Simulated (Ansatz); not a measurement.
Cost and result up the ladder for the cluster Ge₃S₆ (9 atoms). The state is a singlet with charge 0. Geometry: r2SCAN-D4/def2-SVP.

```xyz
9

Ge    0.699   -0.444    2.025
Ge   -2.118    0.414   -0.360
Ge    1.419    0.030   -1.665
S    -0.719    0.434   -2.076
S     2.733    0.068   -3.205
S    -4.078    0.797   -0.692
S     1.345   -0.860    3.898
S     2.168   -0.430    0.368
S    -1.449   -0.009    1.708
```

Ansatz on 4 threads of Arm Neoverse V1 on a shared host. Times are rough, and most runs start from the orbitals of an earlier one. CAM-B3LYP-D4/def2-TZVP serves as the yardstick here, not as an exact answer. Differences are given only for rows in sets of like size (and for xTB, whose basis is part of the method), since another set adds its own error. Binding counts from free atoms at the same level (Ge triplet, S triplet; other spins of the atoms weren't run), without zero-point energy or a counterpoise term.

Correlated methods freeze 57 core orbitals; core or outer-core shells of Ge are correlated, in sets that lack core-valence functions. The rows differ in basis, and correlated rows in double-zeta sets carry the largest basis error. Another isomer (singlet) lies 0.11 eV lower at PBE0-D4/def2-TZVP; other spin states weren't run for this one.

Correlated methods converge slowly with the basis, most of all in double-zeta sets.

```csv
level,functions,wall time,binding energy per atom (eV),difference from CAM-B3LYP-D4/def2-TZVP (eV)
HF/STO-3G,108,1.9 s,2.34,–
PBE-D4/def2-SVP,204,4.2 s,3.35,–
PBE0-D4/def2-SVP,204,9.5 s,3.17,–
PBE-D4/def2-TZVP,366,10 s,3.38,0.35
BLYP-D4/def2-TZVP,366,10 s,3.18,0.15
MP2/def2-SVP,204,11 s,2.87,–
r2SCAN-D4/def2-TZVP (with forces),366,28 s,3.28,0.24
CAM-B3LYP-D4/def2-TZVP,366,34 s,3.03,0.00
PBE0-D4/def2-TZVP,366,43 s,3.23,0.19
```
